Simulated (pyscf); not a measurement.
Optimised with ωB97X-D3(BJ)/def2-SVP in PySCF. Correlated levels are frozen-core, on RHF or UHF. ΔMP2 is the change of the MP2 total energy from the triple- to the quadruple-zeta basis.

Task: What is the homolytic dissociation enthalpy (298 K, CCSD(T)/def2-TZVPP + ΔMP2(QZVPP)) of the B–P bond of H₂B–PH–OH, to BH₂• + HO–PH•?

Result: B–P to BH₂• + HO–PH•: 82.1 kcal/mol. The radicals are drawn with the spin at the cut bond; how far it spreads was not checked. H₂B–PH–OH lies 36.2 kcal/mol over its isomer HO–BH–PH₂, and others may lie lower still (electronic energy, ωB97M-D3(BJ)). Other isomers of HO–PH• were not searched in full and may lie lower. The CCSD(T) − MP2 part came from Ansatz, without density fitting, on the same reference.
